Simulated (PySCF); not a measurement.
Compound: C₄HNSe.
SMILES: `C#CC(=[Se])C#N`

Theory: EOM-IP-CCSD/aug-cc-pVDZ in PySCF, restricted Hartree–Fock reference, frozen core, non-relativistic, gas phase, PBE0-D3(BJ)/def2-SVP geometry.

The vertical ionisation energies are 9.27, 10.46, 11.61, 12.38, 12.76, 13.43, 14.38, 14.90 eV.

Problem. Which Hartree–Fock orbital leads each hole, and what is its Koopmans value −ε?

Solution. 
| leading hole (HF orbital) | Koopmans (eV) | EOM-IP-CCSD (eV) | change (eV) | one-hole share |
| --- | --- | --- | --- | --- |
| HOMO | 9.99 | 9.27 | -0.72 | 0.94 |
| HOMO-1 | 10.21 | 10.46 | +0.25 | 0.96 |
| HOMO-2 | 12.07 | 11.61 | -0.46 | 0.95 |
| HOMO-3 | 12.79 | 12.38 | -0.41 | 0.93 |
| HOMO-4 | 13.37 | 12.76 | -0.61 | 0.94 |
| HOMO-6 | 15.91 | 13.43 | -2.48 | 0.91 |
| HOMO-5 | 15.18 | 14.38 | -0.80 | 0.90 |
| HOMO-7 | 16.32 | 14.90 | -1.42 | 0.92 |

Problem. Does the order of the lines follow the orbital energies?

Solution. No: the HOMO-6 hole (13.43 eV) falls below the HOMO-5 hole (14.38 eV). The corrections run from -2.48 to +0.25 eV, with a mean of -0.83 eV over the 8 lines; EOM-IP-CCSD lies above the Koopmans value for HOMO-1.

Problem. At what kinetic energies would He II light (40.81 eV) eject these electrons?

Solution. 31.54 eV (HOMO), 30.35 eV (HOMO-1), 29.20 eV (HOMO-2), 28.43 eV (HOMO-3), 28.05 eV (HOMO-4), 27.38 eV (HOMO-6), 26.43 eV (HOMO-5), 25.91 eV (HOMO-7).

Problem. What total energy has the lowest final state, and which wavelength reaches it?

Solution. E(CCSD) + ionisation energy = -2607.05341 + 0.34049 = -2606.71292 Eh, at the geometry of the initial state. The threshold wavelength is 1239.84 eV nm/9.27 eV = 133.7 nm.

One root was sought for each valence orbital with −ε under 21 eV, eight at most, so deeper holes and satellites are missing; no vibrational structure.
